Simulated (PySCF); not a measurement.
BI₂, SMILES I[B]I (connectivity only; charge and spin as stated), charge +1, multiplicity 1.

Coordinates come from a B3LYP-D3(BJ)/def2-TZVP optimisation. The multiplicity is an assumed one; other spin states were not compared. The isomer is the one that the SMILES or the coordinates give; other isomers of the formula were not compared. The def2 effective core potentials stand for the cores of I; spin–orbit coupling is left out.

Two levels are set side by side: TDA-PBE/def2-SVPD (PySCF) and TDA-PBE0/def2-SVPD (PySCF). Vertical, same geometry. The lowest singlet is HOMO→LUMO+1 50 %, HOMO−1→LUMO 50 % with PBE and HOMO−1→LUMO 50 %, HOMO→LUMO+1 50 % with the other functional; states are paired by order. Differences are taken from unrounded values.

```json
[
 {"quantity": "lowest singlet excitation (eV)", "TDA-PBE": "4.02"},
 {"quantity": "lowest triplet excitation (TDA) (eV)", "TDA-PBE": "3.65"},
 {"quantity": "first bright state (f over 0.05) (eV)", "TDA-PBE": "6.17"},
 {"quantity": "its oscillator strength", "TDA-PBE": "0.94"}
]
```

**Question.** These are the TDA-PBE values. What does TDA-PBE0 give? (The exact figures need the calculation; the answer reports its results.)

**Answer.** 
```json
[
 {"quantity": "lowest singlet excitation (eV)", "TDA-PBE0": "4.29", "TDA-PBE minus TDA-PBE0": "-0.26"},
 {"quantity": "lowest triplet excitation (TDA) (eV)", "TDA-PBE0": "3.84", "TDA-PBE minus TDA-PBE0": "-0.19"},
 {"quantity": "first bright state (f over 0.05) (eV)", "TDA-PBE0": "6.35", "TDA-PBE minus TDA-PBE0": "-0.18"},
 {"quantity": "its oscillator strength", "TDA-PBE0": "1.03", "TDA-PBE minus TDA-PBE0": "-0.09"}
]
```

Functionals without exact exchange tend to place singlet excitations lower, as here. Differences between two approximate levels are no errors against the true value.

Rough cost on one machine, each run with all the roots and properties that it gave: TDA-PBE0 against TDA-PBE about 2 times.
